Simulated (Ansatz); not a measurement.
Geometry optimisation, RKS B3LYP-D4/def2-SVP in Ansatz.

The input (input.yaml):

```yaml
crystal:
  periodic: [false, false, false]
  atoms:
    - { symbol: Ga, position_ang: [-0.997412, 0.0, 0.504256] }
    - { symbol: H, position_ang: [1.601028, 0.0, 1.473087] }
    - { symbol: Cl, position_ang: [2.440872, 0.0, 0.437117] }
    - { symbol: Cl, position_ang: [-1.666988, 0.0, -1.619261] }
basis:
  gaussian: { orbitals: def2-SVP }
hamiltonian:
  xc: b3lyp
  dispersion: d4
relax:
  f_tol: 0.03
  max_steps: 50
output:
  orbitals: {}
```

Run as:

```bash
$ ansatz run input.yaml --threads 1 --pin off --max-ram 2048MiB --backend cpu --events-out ev --progress --plain --runs-dir out
```

Question: Where does it end, and by what steps?

Answer: The run converged. After 12 steps the energy has fallen by 0.081 eV; H2 moved furthest, 0.55 Å.

```csv
step,energy less start (eV),largest force component (eV/Å),accepted
0,0.0000,0.847,yes
1,-0.0200,1.013,yes
2,0.0011,1.694,no
3,-0.0348,0.771,yes
4,-0.0527,0.610,yes
5,-0.0694,0.078,yes
6,-0.0726,0.043,yes
7,-0.0732,0.080,yes
8,-0.0715,0.712,no
9,-0.0774,0.158,yes
10,-0.0794,0.199,yes
11,-0.0791,0.202,no
12,-0.0813,0.007,yes
```

```xyz
4
Properties=species:S:1:pos:R:3
Ga -1.274 0.000 0.548
H 2.135 0.000 1.607
Cl 1.995 0.000 0.323
Cl -1.479 0.000 -1.683
```

Whether the end is a true minimum wasn't checked by a vibrational analysis.

The run took 36 s on 1 thread of Arm Neoverse V2 (shared host), peak memory 0.14 GiB.
